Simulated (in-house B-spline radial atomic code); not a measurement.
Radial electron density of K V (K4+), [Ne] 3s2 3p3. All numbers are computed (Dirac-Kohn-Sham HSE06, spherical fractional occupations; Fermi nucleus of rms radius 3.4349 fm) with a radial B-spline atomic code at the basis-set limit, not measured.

Caution: exact exchange at fractional occupations of open shells leaves self-interaction of up to several eV.

Columns: r (bohr), 4πr²n(r) (electrons per bohr), bar.

```
 0.00305   0.5036 #
 0.00364    0.699 #
 0.00435   0.9684 ##
 0.00519    1.331 ###
  0.0062    1.821 ####
  0.0074     2.47 #####
 0.00884    3.326 ######
  0.0106    4.457 #########
  0.0126    5.818 ###########
   0.015    7.504 ###############
   0.018    9.612 ###################
  0.0214    11.91 #######################
  0.0256     14.5 ############################
  0.0306    17.11 #################################
  0.0365    19.46 ######################################
  0.0436    21.28 #########################################
   0.052    22.21 ###########################################
  0.0621    22.03 ###########################################
  0.0742    20.75 ########################################
  0.0886    18.75 ####################################
   0.106    16.74 #################################
   0.126    15.67 ##############################
   0.151    16.13 ###############################
    0.18    18.12 ###################################
   0.215    20.79 ########################################
   0.257     22.6 ############################################
   0.306    22.14 ###########################################
   0.366    18.92 #####################################
   0.437     13.9 ###########################
   0.522    8.919 #################
   0.623    5.694 ###########
   0.744    4.662 #########
   0.888    4.955 ##########
    1.06    5.152 ##########
    1.27    4.398 #########
    1.51    2.976 ######
     1.8    1.538 ###
    2.15   0.5858 #
    2.57   0.1595 
    3.07  0.02947 
    3.67 0.003391 
    4.38 0.000239
```

On this grid the curve has 3 maxima, near 0.052, 0.257, 1.06 bohr.

The 3p3/2 radial function P(r) = rR(r), positive near the nucleus, with its small component Q(r) (sign convention: Q ≈ (P' + κP/r)/2c):

| r (bohr) | P | Q |
| --- | --- | --- |
| 0.00364 | 0.00102 | -3.55e-05 |
| 0.00519 | 0.00204 | -7.055e-05 |
| 0.0074 | 0.004055 | -0.00014 |
| 0.0106 | 0.008058 | -0.0002781 |
| 0.015 | 0.01545 | -0.0005318 |
| 0.0214 | 0.02957 | -0.001013 |
| 0.0306 | 0.05539 | -0.001885 |
| 0.0436 | 0.09951 | -0.00336 |
| 0.0621 | 0.17 | -0.00569 |
| 0.0886 | 0.2713 | -0.009017 |
| 0.126 | 0.3899 | -0.01297 |
| 0.18 | 0.4834 | -0.0165 |
| 0.257 | 0.4627 | -0.01764 |
| 0.366 | 0.2331 | -0.01452 |
| 0.522 | -0.2192 | -0.007249 |
| 0.744 | -0.7235 | 0.001131 |
| 1.06 | -0.9746 | 0.006395 |
| 1.51 | -0.7864 | 0.006304 |
| 2.15 | -0.3732 | 0.003139 |
| 3.07 | -0.08999 | 0.0007687 |
| 4.38 | -0.008589 | 7.351e-05 |
